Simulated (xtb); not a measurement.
GaH₃O₂Se, SMILES [Ga]([SeH])([OH])[OH]. All values are semi-empirical tight-binding results from xtb (GFN2-xTB unless named), good for trends rather than for accurate numbers. The structure is a stationary point at GFN2-xTB. The values are those of a single conformer.

Optimised geometry:

Bonded distances (Å): Ga1–O2 1.748, Ga1–O4 1.745, Ga1–Se6 2.306, O2–H3 0.954, O4–H5 0.957, Se6–H7 1.439. Bond angles (°): O2–Ga1–O4 116.3, O2–Ga1–Se6 126.1, O4–Ga1–Se6 117.6, Ga1–O2–H3 127.7, Ga1–O4–H5 119.4, Ga1–Se6–H7 90.9.

For metal compounds this method's bond lengths and energies can be far off.

The point group as xtb finds it is Cs, the orbital gap comes out as 3.34 eV and the zero-point energy is 19.4 kcal/mol. The G − E(el) at 298.15 K (modified RRHO) comes out as -1.3 kcal/mol.

Computed atomic charges and the Wiberg bond orders between heavy atoms:
charges (e) Ga1 0.14, O2 -0.45, H3 0.32, O4 -0.44, H5 0.33, Se6 -0.07, H7 0.18. Bond orders Ga1–O2 1.21, Ga1–O4 1.23, Ga1–Se6 1.09.
